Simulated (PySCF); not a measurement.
Dissociation curve of SiH, doublet.

Method: CCSD(T) on UHF/6-31G, 5 core orbitals frozen run with PySCF.

Relative to R = 1.59 Å, what are the energies at R = 1.30, 1.45, 1.48, 1.91 Å?

75.9 kJ/mol at 1.30 Å, 13.7 kJ/mol at 1.45 Å, 8.0 kJ/mol at 1.48 Å, 37.0 kJ/mol at 1.91 Å.

The scan ran from 1.23 to 6.10 Å; beyond the distances shown one of the unrestricted levels run for this scan, shown here or not, changes its spin distribution in one step. The unrestricted determinant behind UCCSD(T) is spin-contaminated at 2.07 to 2.31 Å (<S²> up to 1.3, against 0.75 for a pure doublet).
